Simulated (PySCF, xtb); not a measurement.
Ga(Cl)2(SH) (Cl2GaHS), SMILES [SH][Ga]([Cl])[Cl].

GFN2-xTB (xtb) at its own geometry gives an orbital gap of 3.32 eV and a dipole moment of 1.13 D.

Geometry optimised at PBE0-D3(BJ)/def2-SVP. Other conformers were not sampled.

**Question.** What does PBE/def2-TZVP in PySCF give? (An estimate is asked for; the answer gives what the named calculation found.)

**Answer.** gap 4.55 eV (levels -7.11 and -2.56 eV), dipole 1.42 D.
